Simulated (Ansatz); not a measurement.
Ansatz (a quantum-chemistry and plane-wave program) input (CCSD(T)/6-31G**): A basis named .json is the Basis Set Exchange file of that set (core-valence sets with the plain set on hydrogen).

Ansatz 0.2 input:
```yaml
crystal:
  periodic: [false, false, false]
  atoms:
    - {symbol: H, position_ang: [0.00000000, 0.00000000, 0.00000000]}
basis:
  gaussian:
    orbitals: 6-31G__.json
magnetization: {spin_polarized: true, initial_magnetization: 1}
correlation: {method: ccsd_t, electrons: outside_noble_gas}
scf: {lower_state_search: full}
```

Output:

```
Functional definition: HF
integrals: 0.00 GiB planned
15 factors; integrals over basis functions are off by at most 5.8e-7 eV
mean field: 0.04 GiB planned
mean field evaluation 1: about -13.5387 eV, gradient 1.4e0 eV
mean field evaluation 2: about -13.5387 eV, gradient 1.4e0 eV
mean field evaluation 4: about -13.5576 eV, gradient 3.4e-5 eV
mean field evaluation 8: about -13.5387 eV, gradient 1.4e0 eV
mean field evaluation 16: about -13.5576 eV, gradient 3.4e-5 eV
mean field -13.55760813 eV, -0.4982329092 hartree, gradient 5.5e-7 eV, S^2 0.750000; 2 other end points of the search recorded, 0 dependent functions left out
reference -13.55760813 eV, -0.4982329092 hartree; 1, 0 occupied and 4, 5 virtual orbitals, 15 factors
second order 0.00000000 eV of doubles, -0.00000000 eV of singles
coupled cluster: 0.04 GiB planned
cycle   1  -0.00000000 eV  change  -6.3e-16 eV  update   2.3e-9
perturbative correction 0.00000000 eV, 0.0000000000 hartree
Total energy: -13.55760813 eV, -0.4982329092 hartree
```
